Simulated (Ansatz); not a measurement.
Harmonic frequencies (cm⁻¹) at PBE0-D4/def2-TZVP from Ansatz: 248, 492, 562, 608, 678, 836, 1797, 1870, 3891.

Q: Which molecule is it?
A. `[OH][SnH2]`•
B. `N[B]F`•
C. `N#[C][GeH][F]`•
D. `C#C[SiH]F`•

A: A.
